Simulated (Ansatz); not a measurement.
Geometry optimisation, Ansatz 0.2.0, RKS BLYP-D4/def2-SVP.

Input:

```yaml
crystal:
  periodic: [false, false, false]
  atoms:
    - { symbol: B, position_ang: [-0.6933, 0.1855, -0.5756] }
    - { symbol: H, position_ang: [0.6883, -0.3321, -0.9276] }
    - { symbol: O, position_ang: [-1.6038, -0.7811, -0.901] }
    - { symbol: O, position_ang: [-0.8579, 1.4735, -0.995] }
    - { symbol: H, position_ang: [0.7429, -0.3465, 1.2334] }
    - { symbol: O, position_ang: [-0.4401, 0.1249, 1.1541] }
    - { symbol: H, position_ang: [1.387, -0.6004, -0.2895] }
    - { symbol: O, position_ang: [1.8957, -0.7592, 0.8751] }
    - { symbol: H, position_ang: [-2.2893, -0.4664, -1.4871] }
    - { symbol: H, position_ang: [-0.324, 2.1279, -0.5529] }
    - { symbol: H, position_ang: [-1.015, -0.5874, 1.4368] }
    - { symbol: H, position_ang: [2.5095, -0.0388, 1.0292] }
basis:
  gaussian: { orbitals: def2-SVP }
hamiltonian:
  xc: blyp
  dispersion: d4
relax:
  f_tol: 0.15
  max_steps: 25
  restrain:
    - { distance: [0, 5], at: 2.8, k: 30.0 }
    - { distance: [4, 7], at: 2.27, k: 30.0 }
    - { distance: [6, 1], at: 1.92, k: 30.0 }
    - { distance: [0, 1], at: 1.15, k: 30.0 }
    - { distance: [4, 5], at: 0.97, k: 30.0 }
    - { distance: [6, 7], at: 0.97, k: 30.0 }
output:
  orbitals: {}
```

Launched with:

```bash
$ ansatz run input.yaml --threads 2 --pin off --max-ram 3072MiB --backend cpu --events-out ev --progress --plain --runs-dir out
```

Task: Where does it end, and by what steps?

Result: The run converged. The restraints hold the end off the free minimum. After 14 steps the energy has fallen by 0.980 eV (the restraints' own energy left out); H2 moved furthest, 0.86 Å. Parted: B1–O6. Joined: B1–H2, H5–O6, H7–O8.

```csv
step,energy less start (eV),largest force component (eV/Å),accepted
0,0.0000,1.881,yes
1,-0.2892,2.224,yes
2,-0.3803,3.604,yes
3,-0.3907,2.461,yes
4,-0.7341,1.785,yes
5,-0.8654,0.921,yes
6,-0.8709,1.396,yes
7,-0.9100,1.627,yes
8,-0.9383,0.796,yes
9,-0.9633,0.990,yes
10,-0.9700,0.947,yes
11,-0.9402,1.278,no
12,-0.9784,0.852,yes
13,-0.9838,0.872,no
14,-0.9802,0.837,yes
```

```xyz
12
Properties=species:S:1:pos:R:3
B -0.446 0.453 -0.945
H 0.723 0.524 -0.815
O -0.984 -0.812 -0.985
O -1.253 1.534 -1.178
H 0.302 -0.255 1.807
O -0.579 0.169 1.836
H 1.480 -1.109 -0.140
O 2.017 -1.195 0.672
H -1.948 -0.784 -1.160
H -0.782 2.382 -1.089
H -1.122 -0.506 1.380
H 2.592 -0.401 0.616
```

The run took 22 s on 2 threads of Arm Neoverse V2, on a shared host, peak memory 0.13 GiB.
